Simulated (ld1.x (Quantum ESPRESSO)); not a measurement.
**Before and after: RRKJ potential for As**

| Property | Result |
| --- | --- |
| Element | As (Z = 33) |
| Generator | ld1.x (Quantum ESPRESSO) 7.5 |
| Type | norm-conserving RRKJ (Kleinman–Bylander form) |
| Functional | LDA (PZ) |
| Relativity | non-relativistic |
| Frozen core | [Ar] |
| Valence charge | 15 |
| Reference configuration | 3d10 4s2 4p3 |
| Partial waves | 4s (bound): rc 1.70 bohr; 4p (bound): rc 2.10 bohr; 3d (bound): rc 1.20 bohr |
| Local potential | all-electron potential smoothed inside 1.55 bohr (lloc = -1) |
| Core correction | none |
| rho0 | 0.01 |

All-electron outer shells of the reference configuration (LDA (PZ), non-relativistic, ld1.x):

| shell | level (eV) | outermost node (bohr) | outermost maximum (bohr) |
| --- | --- | --- | --- |
| 3p | -132.01 | 0.22 | 0.52 |
| 3d | -41.97 | – | 0.47 |
| 4s | -14.25 | 0.75 | 1.63 |
| 4p | -5.38 | 0.78 | 1.97 |

Change: wave 4p (bound): rc 2.10 bohr becomes 4p (bound): rc 1.86 bohr.

Cutoffs: the cutoffs (Ry, on a coarse ladder) from which the occupation-weighted sum of valence levels, in a spherical-Bessel basis at the reference potential, stays within 10 and 1 mRy of its value at 400 Ry; they do not see the model core or the augmentation charge, which bear on the density cutoff. Errors are all-electron minus pseudo energies relative to the spin-unpolarised reference configuration.

Question: Predict the effect on cutoff, ghosts and configuration errors.

Answer: The potential gets neither clearly harder nor softer (180 Ry and 260 Ry → 180 Ry and 260 Ry); the d channel sets the loose cutoff, while the largest relative change is in p, which becomes harder; the errors of the 9 common tests hardly move; neither file shows a bound ghost.

```csv
quantity,base,changed
"cutoff, loose",180 Ry,180 Ry
"cutoff, tight",260 Ry,260 Ry
loose cutoff by channel (10 mRy a level),"s 30 Ry, p 15 Ry, d 120 Ry","s 30 Ry, p 18 Ry, d 120 Ry"
bound ghosts,none,none
"error for 3d10 4s2 4p2, meV [ΔE 9.35 eV]",+3.1,+2.9
"error for 3d10 4s2 4p1, meV [ΔE 27.52 eV]",+20,+18
"error for 3d10 4s2 4p0, meV [ΔE 55.52 eV]",+64,+58
"error for 3d10 4s0 4p5, meV [ΔE 18.18 eV]",-2.2,-1.9
"error for 3d9 4s2 4p4, meV [ΔE 41.34 eV]",-167,-187
"error for 3d10 4s1 4p3, meV [ΔE 18.98 eV]",+6.8,+7.1
"error for 3d10 4s1 4p4, meV [ΔE 8.98 eV]",-0.4,-0.3
"error for 3d10 4s2 4p3 (spin-polarised), meV [ΔE -1.32 eV]",+37,+38
"error for 3d10 4s2 4p2 (spin-polarised), meV [ΔE 8.63 eV]",+27,+27
```
